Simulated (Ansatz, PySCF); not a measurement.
Gas-phase reaction in SMILES: [SiH3]Cl [chlorosilane] → [SiH3]Cl as doublet, charge +1 + e-
Each molecule is optimised on its own at B3LYP-D3(BJ)/def2-TZVP (Ansatz, a first-principles code). Frequencies are from Ansatz or PySCF. A spin state is the lowest found, not a proven ground state.

Property: adiabatic ionisation energy (0 K, with B3LYP-D3(BJ) harmonic zero-point energies), in eV. Valence correlation only, unless marked. UHF or UKS for open shells. Spin-orbit coupling is left out. No relativistic terms. CBS(X,Y): correlation extrapolated as X^-3; Hartree-Fock from the larger set.

CCSD(T)/CBS(cc-pV(T+d)Z,cc-pV(Q+d)Z) (Ansatz) gives 11.42 eV.

Problem. Another calculation gave 11.04 eV. Which level was it?
(A) HF/def2-TZVPD (PySCF)
(B) SVWN5/def2-TZVPD (Ansatz)
(C) B2GP-PLYP/def2-TZVPD (Ansatz)
(D) M06-L/def2-TZVPD (PySCF)

Solution. D, M06-L/def2-TZVPD (PySCF). The others give 10.86 (SVWN5), 10.68 (HF), 11.22 (B2GP-PLYP) eV.
